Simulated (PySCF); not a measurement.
Si(CF3)(F)3 (CF6Si), SMILES F[Si](C(F)(F)F)(F)F. Atoms are numbered in the order given.

```xyz
8

F      1.0865     0.6273     1.5590
C      0.0000     0.0000     1.0786
F     -1.0865     0.6273     1.5590
F      0.0000    -1.2546     1.5590
Si     0.0000     0.0000    -0.8321
F      0.0000     1.5044    -1.3673
F      1.3029    -0.7522    -1.3673
F     -1.3029    -0.7522    -1.3673
```
Charge 0, spin multiplicity 1.

Geometry optimised at B3LYP-D3(BJ)/def2-SVP.

Vertical ionisation energy (IE) and electron affinity (EA) in eV. Rows of orbital energies are one-electron estimates. Where ΔSCF, EOM or ADC give a negative EA the extra electron is unbound and the value depends on the basis.

| level | IE | EA |
|---|---|---|
| −ε(HOMO), −ε(LUMO), PBE0/def2-TZVP (PySCF) | 10.72 | -0.40 |
| −ε(HOMO), −ε(LUMO), PBE/def2-TZVP (PySCF) | ? | ? |

### Question
Complete the blanks. (The exact figures need the calculation; the answer reports its results.)

### Answer

- −ε(HOMO), −ε(LUMO), PBE/def2-TZVP (PySCF), IE: 8.95
- −ε(HOMO), −ε(LUMO), PBE/def2-TZVP (PySCF), EA: 0.59
